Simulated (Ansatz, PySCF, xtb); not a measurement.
Breaking the B1–F3 bond in BClFH (SMILES FBCl) (multiplicity 1 held, fragments rigid). Energies count from the point at 1.315 Å.
Geometry at that point (charge 0, multiplicity 1):
```xyz
4

B     -0.0793    -0.6547     0.4307
H     -0.7995    -1.5785     0.6110
F      1.0325    -0.5345     1.1226
Cl    -0.4763     0.5684    -0.7569
```

R- and RO- levels are restricted; in cc, def2 and unpolarised 6-31G sets they are followed outwards from rest. U- levels take the lowest unrestricted solution at each point, which mixes spins at long bonds. Curves can end on different states.

Correlated levels freeze the cores. Rows in 6-31G* carry no dispersion term and start afresh at each structure (6-31G* with six Cartesian d functions).

Run with Ansatz (Gaussian basis) for Hartree–Fock, density functionals and correlated methods; PySCF for 6-31G* rows; xtb for the GFN methods. Values without a source in brackets are computed. The GFN methods have no spin term and hold the electronic entropy of 300 K.

Energies in kJ/mol.

```csv
R (Å),GFN2-xTB,R-B3LYP/6-31G*,U-B3LYP/cc-pV(T+d)Z,R-CCSD(T)/cc-pV(T+d)Z
1.052,280,284,270,277
1.184,43,52,49,50
1.315,0,0,0,0
1.447,28,29,29,30
1.578,79,93,91,94
1.775,162,208,201,209
1.973,241,320,307,320
2.301,352,477,455,473
2.630,432,595,557,579
3.025,492,694,620,633
3.551,529,777,660,464
4.208,543,831,682,-334
```

Doubts at one or more of the structures used: a restricted determinant that unrestricted orbitals would lower (R-B3LYP/6-31G*, R-CCSD(T)/cc-pV(T+d)Z); a spin-contaminated determinant (U-B3LYP/cc-pV(T+d)Z); T1 above 0.05 (R-CCSD(T)/cc-pV(T+d)Z); other coupled-cluster roots lie near (R-CCSD(T)/cc-pV(T+d)Z).

Ansatz is a first-principles code.
